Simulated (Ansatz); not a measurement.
The cluster As₅O₆⁺ was relaxed with PBE-D4 (def2-SVP) in Ansatz in these states: charge +1 quintet, charge +1 singlet, charge +1 triplet. The geometries follow in no particular order.

A:

```xyz
11

As   -1.3383   -1.3126   -1.9608
As    1.5998    0.1272   -1.4034
As   -1.9606    0.2402    0.9458
As    0.9758   -0.9783    1.7298
As    0.1976    2.0307    0.9764
O     1.0618    0.8508    2.0014
O     1.4495   -1.0287    0.0015
O     0.2060   -0.4516   -2.3648
O     0.7321    1.6130   -0.6494
O    -2.0611   -0.0467   -0.7874
O    -0.8625   -1.0439    1.5111
```

B:

| atom | x (Å) | y (Å) | z (Å) |
| --- | --- | --- | --- |
| As1 | -0.905 | 2.359 | 1.002 |
| As2 | 0.660 | -0.349 | 1.991 |
| As3 | -0.232 | 1.567 | -2.172 |
| As4 | 1.419 | -1.126 | -1.192 |
| As5 | -1.579 | -1.787 | 0.029 |
| O6 | -0.099 | -2.061 | -1.019 |
| O7 | 1.336 | -0.077 | 0.317 |
| O8 | 0.062 | 1.316 | 2.169 |
| O9 | -0.794 | -1.326 | 1.626 |
| O10 | -0.888 | 1.254 | -0.473 |
| O11 | 1.019 | 0.230 | -2.278 |

C:

Cartesian coordinates in Å:
```
As 1.159 -1.864 -1.787
As -0.809 0.876 -1.704
As 0.674 -1.303 1.649
As 0.465 1.921 1.180
As -1.768 -0.372 1.227
O -1.166 1.278 1.667
O 0.249 1.830 -0.634
O 0.536 -0.353 -2.339
O -1.566 -0.328 -0.597
O 0.867 -2.021 -0.096
O 1.359 0.337 1.433
```

**Question.** Judge from the bond lengths which geometry belongs to which state (an estimate).

**Answer.** A is the charge +1 triplet (As3–As5 2.804 Å, As2–O8 1.789 Å, As1–O10 1.871 Å); B is the charge +1 quintet (As3–As5 4.231 Å, As2–O8 1.779 Å, As1–O10 1.843 Å); C is the charge +1 singlet (As3–As5 2.648 Å, As2–O8 1.929 Å, As1–O10 1.724 Å).

At PBE0-D4/def2-SVP a singlet lies 0.88 eV below the charge +1 triplet. At PBE0-D4/def2-SVP a singlet lies 3.87 eV below the charge +1 quintet. These are the stationary points nearest to one start from a short search; other shapes may lie lower in each state.
